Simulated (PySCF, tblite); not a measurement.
Isomers of [C6H10O2]+ (charge +1 and doublet state). Computed with GFN2-xTB (tblite): harmonic, unscaled wavenumbers at the GFN2-xTB geometry, gas phase. This tight-binding method is rough: wavenumbers can miss measured ones by several per cent, in bad cases by 10 to 20. One conformer each. Open shells enter through the occupations alone, without spin polarisation, and single modes of such species can be off by tens of per cent.

Electronic energies: B3LYP/pcH-1 single points on the GFN2-xTB geometries (PySCF, gas phase).

```json
{"SMILES": "C[C@@H]1CCC(=[O+])OC1", "electronic energy, lowest = 0 (kJ/mol)": "0.0"}
{"SMILES": "[CH2+][C](C)C(=O)OCC", "electronic energy, lowest = 0 (kJ/mol)": "20.4"}
{"SMILES": "COC(=[O+])C1CCC1", "electronic energy, lowest = 0 (kJ/mol)": "82.6"}
{"SMILES": "[CH2+][C](CC)C(=O)OC", "electronic energy, lowest = 0 (kJ/mol)": "47.5"}
```

Task: How do GFN2-xTB zero-point energies change the relative energies?

Result: 
```
               SMILES  ZPE (kJ/mol)  of it from modes above 1550 cm⁻¹  electronic (kJ/mol)  with ZPE, lowest = 0 (kJ/mol)  lowest mode (cm⁻¹)  rings
C[C@@H]1CCC(=[O+])OC1         389.3                             188.6                  0.0                            0.0                  76      1
 [CH2+][C](C)C(=O)OCC         374.3                             198.4                 20.4                            5.4                  44      0
 [CH2+][C](CC)C(=O)OC         376.3                             197.5                 47.5                           34.6                  59      0
     COC(=[O+])C1CCC1         381.9                             187.8                 82.6                           75.2                  28      1
```

The zero-point energies span 15.0 kJ/mol, from `[CH2+][C](C)C(=O)OCC` to `C[C@@H]1CCC(=[O+])OC1`. The order is unchanged.

Task: And how do the electronic energies of GFN2-xTB itself compare?

Result: `C[C@@H]1CCC(=[O+])OC1` 0.0; `[CH2+][C](C)C(=O)OCC` 90.8; `[CH2+][C](CC)C(=O)OC` 79.6; `COC(=[O+])C1CCC1` 45.3 kJ/mol, lowest = 0. Against the energies above, taken from the same isomer `C[C@@H]1CCC(=[O+])OC1`, the largest difference is 70.4 kJ/mol.

Task: What do entropy and thermal enthalpy add at 298.15 K and 1 bar (rigid rotor, harmonic oscillator, one conformer each)?

Result: 
| SMILES | point group | symmetry number | S (J/(mol K)) | H − H(0) (kJ/mol) | ZPE + H − H(0) − TS (kJ/mol) |
| --- | --- | --- | --- | --- | --- |
| C[C@@H]1CCC(=[O+])OC1 | C1 | 1 | 368.3 | 23.41 | 302.9 |
| [CH2+][C](C)C(=O)OCC | C1 | 1 | 412.8 | 28.55 | 279.7 |
| [CH2+][C](CC)C(=O)OC | C1 | 1 | 399.0 | 27.23 | 284.6 |
| COC(=[O+])C1CCC1 | C1 | 1 | 393.3 | 25.30 | 289.9 |

S holds R ln(2S + 1) for the spin.
